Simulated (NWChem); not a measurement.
SnF cation, singlet; SMILES [F][Sn+]

```xyz
2

Sn     0.0000     0.0000    -0.2904
F      0.0000     0.0000     1.6133
```
Atoms are numbered in this order, from 1.

Computed with NWChem. Medium grid unless said otherwise, to which SCAN and Minnesota functionals are sensitive. Low-valent species are run as closed-shell singlets; no triplet was tried in these runs. Coordinates come from a PBE0/def2-SVP optimisation. def2 effective core potentials on Sn; no spin-orbit coupling. B3LYP is NWChem's, with the RPA form of VWN correlation.

Question: Order these by “orbital gap (eV)”, lowest first: r2SCAN/def2-TZVP; B3LYP/def2-TZVP; LRC-wPBEh/def2-TZVP; MN15/def2-TZVP; PW6B95/def2-TZVP.

Answer: r2SCAN/def2-TZVP (5.48), B3LYP/def2-TZVP (6.59), PW6B95/def2-TZVP (7.24), MN15/def2-TZVP (8.37), LRC-wPBEh/def2-TZVP (10.60)
